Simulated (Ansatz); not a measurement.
Molecule: LaCl3, charge 0, multiplicity 1. 
Geometry from a B3LYP-D3(BJ)/def2-TZVP (Ansatz, a program for electronic structure) optimisation:
```xyz
4

La    -0.0590     0.0674     0.1786
Cl    -2.1610    -1.3695    -0.4467
Cl     0.2495     2.3591    -1.0572
Cl     2.1092    -1.2154     0.9052
```

Total electronic energies in hartree. Valence correlation only, unless marked. No spin-orbit coupling. The frozen core is the preceding noble-gas configuration, with the filled d and f shells of earlier blocks. In def2 rows, elements after Kr have scalar-relativistic effective core potentials. CBS(X,Y): correlation extrapolated as X^-3; Hartree-Fock from the larger set.

| level | program | energy (Eh) |
|---|---|---|
| RI-HF/def2-TZVPPD | Ansatz | -1409.98267 |
| SVWN5/def2-TZVPD | Ansatz | -1407.97505 |
| BLYP/def2-TZVPD | Ansatz | -1412.45343 |
| r2SCAN/def2-TZVPD | Ansatz | -1412.41779 |
| PBE0-D4/def2-TZVPD | Ansatz + dftd4 | -1412.03819 |
| BHLYP/def2-TZVPD | Ansatz | -1412.41423 |
| r2SCANh/def2-TZVPD | Ansatz | -1412.40181 |
| r2SCAN0/def2-TZVPD | Ansatz | -1412.37889 |
| HSE06/def2-TZVPD | Ansatz | -1412.01000 |
| CAM-B3LYP-D3(BJ)/def2-TZVPD | Ansatz + dftd3 | -1412.50364 |
| CAM-B3LYP-D4/def2-TZVPD | Ansatz + dftd4 | -1412.50272 |
| wB97X/def2-TZVPD | Ansatz | -1412.48315 |
| B2GP-PLYP-D3(BJ)/def2-TZVPD | Ansatz + dftd3 | -1411.80326 |
| B2PLYP/def2-TZVPD | Ansatz | -1411.96076 |
| PBE-QIDH/def2-TZVPD | Ansatz | -1411.65493 |
| RPA@PBE/def2-TZVPP | Ansatz | -1410.94939 |
| RI-MP2/def2-TZVPPD | Ansatz | -1410.60659 |
| RI-MP2/def2-QZVPP | Ansatz | -1410.70416 |
| RI-MP2/CBS(def2-TZVPP,def2-QZVPP) | Ansatz | -1410.7505 |
| SCS-MP2/def2-QZVPP | Ansatz | -1410.69771 |
| CCSD/CBS(def2-TZVPPD,def2-QZVPPD) | Ansatz | -1410.7889 |
| CCSD(T)/def2-TZVPP | Ansatz | -1410.67536 |
| CCSD(T)/CBS(def2-TZVPPD,def2-QZVPPD) | Ansatz | -1410.8266 |

Totals of different functionals don't rank their quality; only differences between species are comparable.
